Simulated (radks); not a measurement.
Values are calculated unless marked as measured or tabulated.
Spherical quantum dot in the effective-mass picture: electrons in a parabolic well V = omega^2 r^2 / 2 with omega = 0.234, with a point charge +2 (a donor) at the centre, all in effective atomic units (hartree* = m*/eps^2 hartree, bohr* = eps/m* bohr), one dielectric constant everywhere. Level of theory: non-relativistic Kohn-Sham, LDA (Slater exchange, Perdew-Wang correlation), spin-polarised, spherical densities (a radial shooting solver with Libxc functionals). Levels are named by radial order and angular momentum (1s, 1p, 1d, 2s, ...), and open shells are averaged over m.

N = 12, configuration 1s2 1p6 1d(up 2, down 0) 2s2. This is the lowest configuration that the search found. Occupied and some empty levels:

level    occupation  eigenvalue (hartree*)  <r> (bohr*)
1s up             1                 1.9697        1.010
1s down           1                 1.9697        1.005
2s up             1                 2.4653        4.283
2s down           1                 2.4809        4.267
1p up             3                 2.5029        4.304
1p down           3                 2.5183        4.279
1d up             2                 2.6259        4.928
1d down           0                 2.6427        4.932
1f up             0                 2.7612        5.374
1f down           0                 2.7777        5.391
2p up             0                 2.7994        4.543
2p down           0                 2.8094        4.557
1g up             0                 2.9095        5.753
1g down           0                 2.9251        5.777

Energy (hartree*): total 12.8877, kinetic 4.5478, external -5.9002, Hartree 17.222, exchange-correlation -2.9823.

Electron density:

r (bohr*)  n(r) (e/bohr*^3)
0.382                0.8365
1.02                0.09732
1.66                0.02141
2.30                0.01460
2.94                0.01553
3.58                0.01555
4.21                0.01340
4.85               0.009699
5.49               0.005778
6.13               0.002777
6.77               0.001064
7.41              0.0003241
8.05             0.00007870
